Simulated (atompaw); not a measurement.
## What the settings do to the PAW (atompaw) potential of O (Z = 8)

Base potential:

```
Element                 : oxygen (O)
Generator               : atompaw 4.2.0.5
Type                    : PAW
Functional              : LDA (PW92)
Relativity              : scalar-relativistic
Frozen core             : [He]
Valence charge          : 6
Reference configuration : 2s2 2p2 (charge +2)
Partial waves           : 2s (bound); 2s channel at -2.2 Ry; 2p (bound); 2p channel at -2.7 Ry
Local potential         : troulliermartins scheme with l = 2 at -0.5 Ry, radius 1.35 bohr
Core correction         : smooth core density matched at 1.25 bohr
Augmentation charge     : sinc compensation charge, radius 1.05 bohr; PAW radius 1.35 bohr; waves and projectors: bloechl
```

Cutoffs, loose and tight: the cutoffs (Ry, on a coarse ladder) from which the occupation-weighted sum of valence levels, in a spherical-Bessel basis at the reference potential, stays within 10 and 1 mRy of its value at 400 Ry. They see the waves, projectors and local potential, not the compensation charge or the core. A dash means not determined.

```tsv
change	outcome	cutoff, loose	cutoff, tight	bound ghosts
base	generated	50 Ry	70 Ry	none
local potential troulliermartins scheme with l = 2 at -0.5 Ry, radius 0.56 bohr	generated	140 Ry	over 300 Ry	none
local potential troulliermartins scheme with l = 2 at -0.5 Ry, radius 0.68 bohr	generated	80 Ry	300 Ry	none
local potential troulliermartins scheme with l = 2 at -0.5 Ry, radius 0.80 bohr	generated	70 Ry	200 Ry	none
local potential troulliermartins scheme with l = 2 at -0.5 Ry, radius 0.86 bohr	generated	70 Ry	180 Ry	none
local potential troulliermartins scheme with l = 2 at -0.5 Ry, radius 0.96 bohr	generated	70 Ry	140 Ry	none
local potential troulliermartins scheme with l = 2 at -0.5 Ry, radius 1.06 bohr	generated	60 Ry	120 Ry	none
local potential troulliermartins scheme with l = 2 at -0.5 Ry, radius 1.12 bohr	generated	60 Ry	100 Ry	none
local potential troulliermartins scheme with l = 2 at -0.5 Ry, radius 1.20 bohr	generated	55 Ry	90 Ry	none
local potential troulliermartins scheme with l = 2 at -0.5 Ry, radius 1.30 bohr	generated	50 Ry	80 Ry	none
```

Reading the sweep of the r_vloc (base included, trends over the rows without a ghost): The loose cutoff falls from 140 Ry at 0.56 to 50 Ry at 1.35 bohr.
